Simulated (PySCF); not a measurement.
C3H9O2, charge +1, singlet, geometry from GFN2-xTB; DF-HF/6-31G run with PySCF.

Here is a job for PySCF.
```python
from pyscf import gto, scf

mol = gto.Mole()
mol.atom = '''
    C     1.90256653    0.13273951    0.22931323
    C     0.49582885    0.33006446   -0.30342228
    O    -0.31372959    1.12733899    0.57664253
    C    -0.28997026   -0.99773531   -0.37170092
    O    -1.68739764   -0.60981735   -0.24032343
    H     2.44780409    1.07243547    0.22405553
    H     1.87290621   -0.24272709    1.24880984
    H     2.43889837   -0.57506465   -0.39490858
    H     0.52050449    0.79741032   -1.29492390
    H    -0.08468147    2.06137258    0.51216333
    H    -0.15407281   -1.50754515   -1.32500202
    H     0.00636017   -1.65370747    0.44833871
    H    -1.50165895    0.33613819    0.23410841
    H    -2.18759284   -1.21889740    0.33166565
'''
mol.basis = '6-31g'
mol.charge = 1
mol.verbose = 4
mol.build()

mf = scf.RHF(mol)
mf = mf.density_fit(auxbasis='def2-universal-jkfit')
mf.kernel()
```

The log (banner, timings and long lists left out):

```
PySCF version 2.14.0

[INPUT] verbose = 4
[INPUT] num. atoms = 14
[INPUT] num. electrons = 42
[INPUT] charge = 1
[INPUT] spin (= nelec alpha-beta = 2S) = 0
[INPUT] symmetry False subgroup None
[INPUT] Mole.unit = angstrom
[INPUT] Symbol           X                Y                Z      unit          X                Y                Z       unit  Magmom
[INPUT]  1 C      1.902566530000   0.132739510000   0.229313230000 AA    3.595329675464   0.250841319809   0.433339201439 Bohr   0.0
[INPUT]  2 C      0.495828850000   0.330064460000  -0.303422280000 AA    0.936980731158   0.623731432852  -0.573385009291 Bohr   0.0
[INPUT]  3 O     -0.313729590000   1.127338990000   0.576642530000 AA   -0.592863002272   2.130361940644   1.089696453476 Bohr   0.0
[INPUT]  4 C     -0.289970260000  -0.997735310000  -0.371700920000 AA   -0.547964375669  -1.885446480708  -0.702412939049 Bohr   0.0
[INPUT]  5 O     -1.687397640000  -0.609817350000  -0.240323430000 AA   -3.188719402837  -1.152387777508  -0.454145464016 Bohr   0.0
[INPUT]  6 H      2.447804090000   1.072435470000   0.224055530000 AA    4.625679336690   2.026609324569   0.423403588394 Bohr   0.0
[INPUT]  7 H      1.872906210000  -0.242727090000   1.248809840000 AA    3.539279793897  -0.458687723113   2.359908579262 Bohr   0.0
[INPUT]  8 H      2.438898370000  -0.575064650000  -0.394908580000 AA    4.608849964948  -1.086714692419  -0.746269060441 Bohr   0.0
[INPUT]  9 H      0.520504490000   0.797410320000  -1.294923900000 AA    0.983610932706   1.506887113702  -2.447051523154 Bohr   0.0
[INPUT] 10 H     -0.084681470000   2.061372580000   0.512163330000 AA   -0.160024786126   3.895429616888   0.967848424745 Bohr   0.0
[INPUT] 11 H     -0.154072810000  -1.507545150000  -1.325002020000 AA   -0.291155414142  -2.848847453916  -2.503890932295 Bohr   0.0
[INPUT] 12 H      0.006360170000  -1.653707470000   0.448338710000 AA    0.012018979406  -3.125054208447   0.847237372941 Bohr   0.0
[INPUT] 13 H     -1.501658950000   0.336138190000   0.234108410000 AA   -2.837724148002   0.635209119107   0.442400778357 Bohr   0.0
[INPUT] 14 H     -2.187592840000  -1.218897400000   0.331665650000 AA   -4.133951339659  -2.303382259944   0.626757243426 Bohr   0.0

nuclear repulsion = 207.963591780014
number of shells = 43
number of NR pGTOs = 146
number of NR cGTOs = 63
basis = 6-31g
ecp = {}

******** <class 'pyscf.df.df_jk.DFRHF'> ********
method = DFRHF
initial guess = minao
damping factor = 0
level_shift factor = 0
DIIS = <class 'pyscf.scf.diis.CDIIS'>
diis_start_cycle = 1
diis_space = 8
diis_damp = 0
SCF conv_tol = 1e-09
SCF conv_tol_grad = None
SCF max_cycles = 50
direct_scf = False
Set gradient conv threshold to 3.16228e-05
Initial guess from minao.
******** <class 'pyscf.df.df.DF'> ********
auxbasis = def2-universal-jkfit
init E= -269.405774496948
  HOMO = -0.331684083410867  LUMO = 0.0911383344257306  gap/eV = 11.50558
cycle= 1 E= -268.083982137893  delta_E= 1.32  |g|= 0.535  |ddm|= 3.01
  HOMO = -0.669665859604811  LUMO = -0.0569386561803849  gap/eV = 16.67316
cycle= 2 E= -268.162842874718  delta_E= -0.0789  |g|= 0.23  |ddm|= 0.814
  HOMO = -0.661563343017986  LUMO = -0.0300904016145971  gap/eV = 17.18325
cycle= 3 E= -268.17441345616  delta_E= -0.0116  |g|= 0.0577  |ddm|= 0.231
  HOMO = -0.655942138992302  LUMO = -0.0216241827142323  gap/eV = 17.26067
cycle= 4 E= -268.175329268528  delta_E= -0.000916  |g|= 0.016  |ddm|= 0.0749
  HOMO = -0.659944275882577  LUMO = -0.0225404508415408  gap/eV = 17.34464
cycle= 5 E= -268.175398243487  delta_E= -6.9e-05  |g|= 0.00348  |ddm|= 0.0192
  HOMO = -0.659722888952464  LUMO = -0.0225062064670429  gap/eV = 17.33955
cycle= 6 E= -268.175405411266  delta_E= -7.17e-06  |g|= 0.000955  |ddm|= 0.00908
  HOMO = -0.659779657162868  LUMO = -0.0223805669883221  gap/eV = 17.34451
cycle= 7 E= -268.175405809883  delta_E= -3.99e-07  |g|= 0.000397  |ddm|= 0.00161
  HOMO = -0.659794162130535  LUMO = -0.022383303594641  gap/eV = 17.34483
cycle= 8 E= -268.175405885755  delta_E= -7.59e-08  |g|= 8.41e-05  |ddm|= 0.000805
  HOMO = -0.659793564493598  LUMO = -0.022381444999882  gap/eV = 17.34487
cycle= 9 E= -268.175405890266  delta_E= -4.51e-09  |g|= 2.59e-05  |ddm|= 0.000218
  HOMO = -0.659794261309755  LUMO = -0.022381575479665  gap/eV = 17.34488
cycle= 10 E= -268.175405890586  delta_E= -3.2e-10  |g|= 7.86e-06  |ddm|= 4.88e-05
  HOMO = -0.659794185028794  LUMO = -0.0223821878243049  gap/eV = 17.34486
Extra cycle  E= -268.175405890619  delta_E= -3.27e-11  |g|= 3.49e-06  |ddm|= 1.34e-05
converged SCF energy = -268.175405890619
```
